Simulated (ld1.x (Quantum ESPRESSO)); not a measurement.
# Tc (Z = 43): one change to a TM potential, before and after

technetium (Tc), norm-conserving Troullier–Martins (Kleinman–Bylander form), made with ld1.x (Quantum ESPRESSO) 7.5 (BLYP, scalar-relativistic). Core [Kr], reference 4d5 5s0 5p0 (charge +2). Waves: 5s (bound, empty): rc 1.95 bohr; 5p (bound, empty): rc 2.95 bohr; 4d (bound): rc 1.35 bohr. Local part: the d channel. Core correction: Bessel-smoothed model core inside 1.05 bohr.

All-electron outer shells of the reference configuration (BLYP, scalar-relativistic, ld1.x):

```tsv
shell	level (eV)	outermost node (bohr)	outermost maximum (bohr)
4p	-61.47	0.51	1.03
4d	-22.42	0.50	1.27
5s	-18.62	1.27	2.53
5p	-13.31	1.43	3.01
```

Change: all radii but the core radius scaled by about 1.11 (s 2.16, p 3.28, d 1.50 bohr).

Cutoffs: the cutoffs (Ry, on a coarse ladder) from which the occupation-weighted sum of valence levels, in a spherical-Bessel basis at the reference potential, stays within 10 and 1 mRy of its value at 400 Ry; they do not see the model core or the augmentation charge, which bear on the density cutoff. Errors are all-electron minus pseudo energies relative to the spin-unpolarised reference configuration.

Task: How do hardness, ghosts and transferability respond?

Result: The potential gets softer (50 Ry and 70 Ry → 50 Ry and 60 Ry); both files keep a bound ghost (p, s); of the 7 tests that both files solve, the error grows in 5 and shrinks in 1 by more than 15 % and 0.3 meV (median size 6.8 → 12.1 meV). A larger radius leaves more room for a smooth pseudo-wave, so fewer plane waves are needed.

```csv
quantity,base,changed
"cutoff, loose",50 Ry,50 Ry
"cutoff, tight",70 Ry,60 Ry
bound ghosts,"s, p","s, p"
"error for 4d5 5s2 5p0, meV [ΔE -23.09 eV]",-6.8,-12
"error for 4d5 5s1 5p0, meV [ΔE -14.97 eV]",-2.4,-4.1
"error for 4d4 5s0 5p0, meV [ΔE 28.61 eV]",-142,-143
"error for 4d5 5s0 5p2, meV [ΔE -15.33 eV]",-5.3,-6.3
"error for 4d5 5s0 5p1, meV [ΔE -10.38 eV]",-1.7,-2.0
"error for 4d4 5s2 5p0, meV [ΔE -11.63 eV]",-100,-157
"error for 4d6 5s1 5p0, meV [ΔE -23.94 eV]",-43,-32
```

Changed file: These tests converged, but a pseudo level misses the all-electron one widely, so the file describes the atom poorly there or has found another state: 4d4 5s0 5p0: empty 5p by 2.4 eV (a node warning on the way). A true bound ghost makes a file unfit for plane-wave use even where its test errors are small: the radial tests pick states by their node count and pass the ghost by.
